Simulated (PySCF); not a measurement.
Compound: CH5Ge2NSe.
Numbering: `[N:1]#[C:2][GeH2:3][Se:4][GeH3:5]` (hydrogens: H6, H7 on Ge3; H8, H9, H10 on Ge5)

Method used: PBE0-D3(BJ)/def2-SVP geometry optimisation, gas phase in PySCF.

Problem. What internal coordinates does the optimisation give?

Solution. 
```tsv
bond	length (Å)	order
N1≡C2	1.160	triple
C2–Ge3	1.930	single
Ge3–Se4	2.335	single
Se4–Ge5	2.372	single
Ge3–H6, Ge3–H7	1.532	single
Ge5–H8, Ge5–H9, Ge5–H10	1.535	single
```

Bonds in one row agree within 0.01 Å and their mean is given. Orders are formal, as drawn. A selection of angles:
```tsv
angle	degrees
N1–C2–Ge3	176.8
C2–Ge3–Se4	108.4
C2–Ge3–H6	107.9
C2–Ge3–H7	105.7
Se4–Ge3–H6	108.6
Se4–Ge3–H7	112.7
H6–Ge3–H7	113.3
Ge3–Se4–Ge5	96.1
Se4–Ge5–H8	109.6
Se4–Ge5–H10	104.5
H8–Ge5–H9	110.9
```

Dihedral angles: C2–Ge3–Se4–Ge5 -50° (synclinal). The mirror-image conformer, all signs reversed, is as good.

Ge3 (germanium bonded to C, Se and 2 H) is distorted tetrahedral (angles from 105.7° to 113.3°). Se4 (selenium bonded to 2 Ge) is bent (angle 96.1°). Ge5 (germanium bonded to Se and 3 H) is distorted tetrahedral (angles from 104.5° to 111.7°). The 2 Ge–Se bonds span 2.335 Å (Ge3–Se4, drawn single) to 2.372 Å (Se4–Ge5, drawn single), a spread of 0.037 Å.

Point group: C1 (no symmetry element, even within 0.4 Å). No PBE0-D3(BJ)/def2-SVP frequencies stand behind this structure, so it isn't proved a minimum. One conformer, not necessarily the lowest.
